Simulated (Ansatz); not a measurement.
C2H7GeN can be A, `C=N[CH2][GeH3]`, or B, `C[N](C)[GeH]`.

Program: Ansatz. Geometries: PBE0-D4/def2-TZVP. ΔE: electronic, gas phase. CCSD(T)/CBS adds triple-zeta CCSD(T) − MP2 to the extrapolated MP2 energy (def2 sets, frozen cores). DFT in def2-TZVPP. B3LYP here is the variant with VWN-RPA as its local correlation; programs differ in this. For Ge outer-core shells are correlated without core-valence functions, which leaves a few kJ/mol of doubt a bond. Scalar relativity is left out up to krypton. Each species was taken in one conformer, which may not be the lowest.

A:

```xyz
11

C     2.0140    0.2651    0.0506
N     0.9605    0.5764   -0.5657
C    -0.2535    0.7207    0.1800
Ge   -1.4763   -0.7609   -0.2793
H     2.9379    0.1289   -0.5091
H     2.0543    0.1232    1.1399
H    -0.7565    1.6429   -0.1226
H    -0.1062    0.7403    1.2706
H    -0.8186   -2.0908    0.1252
H    -1.7618   -0.7615   -1.7873
H    -2.7939   -0.5844    0.4977
```

B:

```xyz
11

C     0.617   -1.023    0.719
N     0.053   -0.191   -0.319
C    -0.498    1.038    0.200
Ge    0.094   -0.750   -2.054
H    -0.140   -1.292    1.467
H     1.428   -0.503    1.246
H     1.021   -1.943    0.293
H    -0.906    1.640   -0.610
H     0.272    1.623    0.721
H    -1.297    0.835    0.925
H    -0.645    0.566   -2.590
```

Question: Which isomer does CCSD(T)/CBS put lower? Give the gap. (Best estimate.)

Answer: Computed: B, by 60.6 kJ/mol.

Question: Give E(B) − E(A) in kJ/mol with PBE-D4, B3LYP, PBE0-D4, CCSD(T)/def2-TZVPP, HF/def2-TZVPP, ωB97M-V, CCSD/def2-TZVPP. (An estimate is asked.)

Answer: The calculation gave: PBE-D4 -67.1, B3LYP -64.1, PBE0-D4 -62.9, CCSD(T)/def2-TZVPP -49.6, HF/def2-TZVPP -41.0, ωB97M-V -63.4, CCSD/def2-TZVPP -49.1. None reverses the order clearly.

Largest T1 diagnostic: 0.016.

From PBE to PBE0 (25 % exact exchange), in def2-TZVPP and without D4, E(B) − E(A) moves by +3.7 kJ/mol. In def2-TZVPP, CCSD(T) changes the Hartree–Fock value by −8.6 kJ/mol (the triples alone add −0.6 kJ/mol) and MP2 by −11.1 kJ/mol.
